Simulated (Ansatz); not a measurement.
C₂H₅ClO₂Si, SMILES `Cl[SiH2]OC1CO1` at its PBE0-D4/def2-TZVP geometry, where that method's forces vanish. Total charge 0; spin multiplicity 1.

```xyz
11

Cl    0.1634    3.0706    0.0848
Si   -0.9934    1.5022   -0.5607
O    -0.0598    0.1743   -0.8023
C     0.7384   -0.4187    0.1491
C     0.6184   -1.8466    0.3776
O     0.1069   -0.8837    1.3069
H    -2.0270    1.2749    0.4682
H    -1.5535    1.8312   -1.8838
H     1.6764    0.1079    0.3126
H     1.4689   -2.4238    0.7293
H    -0.1387   -2.3883   -0.1817
```

Problem. What forces (eV/Å) does B3LYP-D4/def2-TZVPP give on these atoms in Ansatz 0.2.0? (Best estimate.)

Solution. Ansatz gave: 
```
Cl1  0.128  0.172  0.073
Si2 -0.322 -0.025 -0.108
O3  -0.101  0.071 -0.185
C4   0.414  0.088 -0.079
C5   0.116 -0.407 -0.198
O6  -0.261  0.118  0.495
H7   0.064  0.011 -0.080
H8   0.026 -0.025  0.092
H9  -0.067 -0.035 -0.020
H10 -0.061  0.017 -0.029
H11  0.063  0.016  0.038
```

B3LYP here is the variant with VWN-RPA as its local correlation; programs differ in this.
